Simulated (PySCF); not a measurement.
V(O)(OH)3 (H3O4V), SMILES [O]=[V]([OH])([OH])[OH], multiplicity 1.

Coordinates come from a ωB97X-D3(BJ)/def2-SVP optimisation. The multiplicity is an assumed one; other spin states were not compared. Other conformers were not sampled.

Method: PySCF with PBE/def2-TZVP.

Estimate the frontier levels, gap, dipole moment and polarisability. (Estimate from the structure and the level; the computed values follow.)


* **highest occupied level**: -7.45 eV
* **lowest empty level**: -3.00 eV
* **orbital gap**: 4.45 eV
* **dipole moment**: 1.72 D
* **quadrupole, principal values (traceless, Buckingham form, about the centre of nuclear charge)**: -11.11, 5.55, 5.56 D·Å
* **mean static polarisability**: 47.9 bohr³ (7.10 Å³)
* **polarisability, principal values**: 43.8, 50.0, 50.0 bohr³
